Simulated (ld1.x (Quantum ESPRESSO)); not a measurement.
**Transferability test, TM semilocal potential for erbium**

ld1.x (Quantum ESPRESSO) 7.5 input, shortened:

```
&input
   title='Er', zed=68., rel=1, dft='PBESOL', iswitch=3,
   config='[Xe] 4f11 5d1 6s2 6p0'
 /
 &inputp
   pseudotype=1, tm=.true., lloc=3,
   nlcc=.true., new_core_ps=.true., rcore=0.60
 /
4
6S  1  0   2.00   0.00  2.75  2.75  0.0
5P  2  1   6.00   0.00  2.10  2.10  0.0
5D  3  2   1.00   0.00  3.20  3.20  0.0
4F  4  3  11.00   0.00  0.95  0.95  0.0
 &test
   configts(1)='4f11 5p6 5d1 6s2 6p0'
 /
```

Energies are relative to the spin-unpolarised reference configuration 4f11 5p6 5d1 6s2 6p0; without spin polarisation the order of configurations can differ from experiment.

```tsv
valence configuration	charge	ΔE all-electron (eV)	error AE − PS (meV)
4f12 5p6 5d0 6s2 6p0	0	-4.806	-222
4f12 5p6 5d0 6s0 6p0	+2	13.428	-467
4f10 5p6 5d0 6s0 6p0	+4	85.397	+307
4f12 5p6 5d0 6s1.5 6p0	+0.5	-2.259	-260
4f11 5p6 5d0 6s2 6p0	+1	5.655	+12
```

**Question.** What are ΔE and the potential's error for 4f12 5p5 5d0 6s2 6p0?

**Answer.** ΔE = 27.046 eV all-electron; the error (AE − PS) is -208 meV.

**Question.** What are ΔE and the potential's error for 4f12 5p6 5d0 6s1 6p0?

**Answer.** ΔE = 1.589 eV all-electron; the error (AE − PS) is -311 meV.

A Bessel basis up to 400 Ry misses an occupied level by 0.03 Ry, so cutoffs and ghosts were not judged.
